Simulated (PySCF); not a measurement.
C₂H₉BO, singlet, PBE0/def2-SVP optimised geometry.

```
13

B      0.28     0.01     0.00
H      1.50     0.01     0.00
C     -0.39    -1.13    -0.91
H      0.03    -2.14    -0.77
H     -0.22    -0.88    -1.97
H     -1.49    -1.20    -0.79
C     -0.41     1.45     0.00
H     -0.25     1.92    -0.99
H      0.02     2.14     0.75
H     -1.50     1.42     0.15
O      0.01    -0.55     1.63
H      0.36    -1.45     1.67
H     -0.95    -0.64     1.74
```

Density from PBE0/def2-TZVP in PySCF 2.14.0 at that geometry.

Minimum of the electron density along straight lines between bonded atoms, close to the bond critical point (lines longer than 1.1 times the sum of covalent radii, or with two minima, are not listed):

```tsv
bond	length / Å	ρ at the minimum / e bohr⁻³	∇²ρ there / e bohr⁻⁵	position (fraction from the first atom)
B1–H2	1.225	0.170	-0.29	0.43
B1–C3	1.606	0.172	-0.21	0.33
C3–H4	1.105	0.263	-0.85	0.63
C3–H5	1.104	0.264	-0.85	0.64
C3–H6	1.107	0.262	-0.84	0.63
B1–C7	1.598	0.176	-0.23	0.33
C7–H8	1.104	0.264	-0.85	0.64
C7–H9	1.102	0.266	-0.87	0.64
C7–H10	1.106	0.262	-0.84	0.63
O11–H12	0.967	0.355	-2.48	0.81
O11–H13	0.968	0.355	-2.46	0.81
```
